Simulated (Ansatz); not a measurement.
Reactions of CH7InOSi, SMILES `[OH][InH][CH2][SiH3]`.

Gas-phase electronic energies from Ansatz, PBE0-D4/def2-TZVP geometries. CBS: MP2 limit from def2 TZ/QZ plus the TZ coupled-cluster correction, frozen cores. This one scheme is used for every species. DFT in def2-TZVPP. Elements past krypton have def2 core potentials. For Br, In, Se outer-core shells are correlated without core-valence functions, which leaves a few kJ/mol of doubt a bond. Scalar relativity is left out up to krypton. One conformer a species, not always the lowest.

| reaction | CCSD/CBS(def2) (eV) | r2SCAN-D4 (eV) | HF/CBS(def2) (eV) | MP2/CBS(def2) (eV) | CCSD(T)/CBS(def2) (eV) |
| --- | --- | --- | --- | --- | --- |
| `[OH][InH][CH2][SiH3]` + `CC(O)N[SiH3]` → `[CH3][InH][CH2][SiH3]` + `OC(O)N[SiH3]` | 0.76 | 0.71 | 0.65 | 0.82 | 0.78 |
| `[OH][InH][CH2][SiH3]` + `ClB(Cl)[SeH]` → `[OH][InH][B](Cl)Cl` + `[SiH3]C[SeH]` | 1.16 | 1.19 | 1.08 | 1.27 | 1.17 |
| `[OH][InH][CH2][SiH3]` + `BCl` → `[OH][InH][Cl]` + `BC[SiH3]` | -0.58 | -0.64 | -0.81 | -0.51 | -0.54 |
| `[OH][InH][CH2][SiH3]` + HBr → `[OH][InH][Br]` + `C[SiH3]` | -1.51 | -1.55 | -1.83 | -1.47 | -1.47 |

Largest T1 diagnostic: 0.016, for `[OH][InH][B](Cl)Cl`.
